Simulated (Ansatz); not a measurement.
Reaction (ligand exchange at a Zr–F bond): `[OH][Zr]([F])([F])[F]` + NH₃ → `[NH2][Zr]([OH])([F])[F]` + H–F

Calculated with Ansatz (gas phase, PBE0-D4/def2-TZVP geometries, no zero-point term in ΔE). CCSD(T)/CBS is the MP2 limit (def2-TZVPP, def2-QZVPP) plus CCSD(T) − MP2 in def2-TZVPP, frozen cores. This one scheme is used for every species. Elements past krypton have def2 core potentials. For Zr outer-core shells are correlated without core-valence functions, which leaves a few kJ/mol of doubt a bond. One conformer a species, not always the lowest.

| species | SCS-MP2/def2-TZVPP energy (Eh) |
| --- | --- |
| `[OH][Zr]([F])([F])[F]` | -422.09174 |
| NH₃ | -56.45777 |
| `[NH2][Zr]([OH])([F])[F]` | -378.17509 |
| H–F | -100.33020 |

Q: Work out ΔE.

A: ΔE = (-378.17509) + (-100.33020) − (-422.09174) − (-56.45777) = 0.04422 Eh = +27.7 kcal/mol. CCSD(T)/CBS gives +27.0 kcal/mol.

Largest T1 diagnostic among the species: 0.017.

Leaving LDA and LC-ωPBE aside and taking each functional with its dispersion term where it has one, the values, not all of them listed here, spread over 3.2 kcal/mol, from HSE06-D4 to B97M-V. LDA lies −1.8 kcal/mol from PBE without D4. From r2SCAN to r2SCAN0 (25 % exact exchange), in def2-TZVPP and without D4, ΔE moves by −1.1 kcal/mol. In def2-TZVPP, CCSD(T) changes the Hartree–Fock value by −3.1 kcal/mol (the triples alone add −0.2 kcal/mol) and MP2 by −3.5 kcal/mol.
